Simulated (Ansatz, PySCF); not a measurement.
Molecule: sum formula GeOCl, charge 0, multiplicity 2. It need not be the lowest isomer of its formula. SMILES: [O]=[Ge][Cl]
Structure (B3LYP-D3(BJ)/def2-TZVP (Ansatz, an electronic-structure program) minimum search):
```xyz
3

Ge    -0.3863     0.3169    -0.3028
O     -1.5957    -0.8436    -0.3508
Cl     1.4781    -0.1996     0.7350
```
Charge 0, spin multiplicity 2.

Property: vertical ionisation energy (to the singlet state of charge +1; each state is the SCF solution reached for its spin; for the singlet the Hartree-Fock reference is unstable and T1 is 0.039; for the doublet T1 is 0.092), in eV. Cores are frozen in the correlated levels unless marked. Open shells are spin-unrestricted. No spin-orbit coupling. Frozen are the shells of the preceding noble gas and the d and f shells that filled before the atom's block. No relativistic terms. CBS marks a two-point X^-3 extrapolation of the correlation energy; Hartree-Fock from the larger set. [CCSD(T)-MP2]/basis is that difference in the basis named.

```csv
level,program,vertical ionisation energy (eV)
HF/def2-TZVPPD,Ansatz,11.09
B3LYP/def2-TZVPD,Ansatz,10.71
wB97X-V/def2-TZVPD,Ansatz,10.79
RI-MP2/def2-TZVPPD,Ansatz,9.48
SCS-MP2/def2-TZVPPD,Ansatz,9.53
CCSD(T)/def2-TZVPPD,Ansatz,10.12
"RI-MP2/CBS(def2-TZVPPD,def2-QZVPPD)+[CCSD(T)-MP2]/def2-TZVPPD",Ansatz,10.16
```

For comparison, minus the highest occupied orbital energy (PySCF): 7.69 eV at TPSSh/def2-TZVPD, 7.12 eV at M06-L/def2-TZVPD, 9.50 eV at M06-2X/def2-TZVPD.
